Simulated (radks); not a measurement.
The terbium ion Tb62+, 3 electrons, occupied as [He] 2s1 (the NIST ground configuration).

Method: Dirac Kohn-Sham, PBE, spin-unpolarised, spherical densities, finite nucleus; Fermi nuclear charge, rms radius 5.06 fm; computed with a radial shooting solver on a logarithmic mesh with Libxc functionals.

Energy parts (hartree):
| part | energy |
|---|---|
| total | -4989.6452 |
| kinetic | 5678.2589 |
| electron-nucleus | -10741.1750 |
| Hartree | 123.7223 |
| exchange-correlation | -50.4514 |

Orbitals (lengths in bohr, moments of r in powers of bohr; r(max) is where P^2 peaks; r(90%) holds 90 % of the orbital's charge):
| orbital | occ. | eigenvalue (hartree) | r(90%) | r(max) | small-component weight |
|---|---|---|---|---|---|
| 1s1/2 | 2 | -2171.299 | 0.0387 | 0.01361 | 5.91e-02 |
| 2s1/2 | 1 | -536.9483 | 0.133 | 0.07507 | 1.45e-02 |

The highest occupied level is 2s1/2 at -14611.1 eV. Summed over all electrons, <r^2> = 0.01005 bohr^2, which gives a Langevin (diamagnetic) susceptibility term of -0.00796 x 10^-6 cm^3/mol.
